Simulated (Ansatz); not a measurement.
`O=C([SiH3])O[SiH2]F`, charge 0, multiplicity 1.

Question: Give a relaxed structure at PBE0-D4/def2-TZVP (Ansatz). (Best estimate.)

Answer: Computed: 
Z-matrix (Å, degrees):
```
Si
C 1 1.922
H 1 1.483 2 108.0
H 1 1.479 2 107.8 3 -120.5
H 1 1.483 2 107.9 3 119.0
O 2 1.343 1 113.9 3 -59.1
O 2 1.207 1 125.5 3 121.0
Si 6 1.688 2 114.8 1 -180.0
F 8 1.590 6 102.6 2 -180.0
H 8 1.473 6 110.9 2 -64.8
H 8 1.473 6 110.9 2 64.9
```
Point group Cs.
This is one stationary point; other conformers may exist.
